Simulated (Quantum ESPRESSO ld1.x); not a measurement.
Results of a calculation; reference values are marked as such.
The mean radii <r> (bohr) of the occupied orbitals of an atom or ion are listed with their occupations. Level of theory: Dirac Kohn-Sham, LDA (Slater exchange, Perdew-Zunger correlation), spin-unpolarised, spherical densities, point nucleus (ld1.x of Quantum ESPRESSO 7.5).

orbital  occ.      <r>
1s1/2       2  0.03041
2s1/2       2   0.1293
2p1/2       2   0.1093
2p3/2       4   0.1143
3s1/2       2   0.3146
3p1/2       1   0.2994

Name the element and its charge. Open shells, if any, fill j = l - 1/2 first.

Answer. Z = 48, cadmium, charge +35: Cd35+ in [Ne] 3s2 3p1. The 1s radius gives Z: for a bare nucleus <r> = (2 gamma + 1)/(2Z) with gamma = sqrt(1 - (Z/c)^2), 0.02993 bohr for Z = 48, and screening makes it slightly larger (0.03041 here). The occupations add up to 13, and the charge is Z minus that.
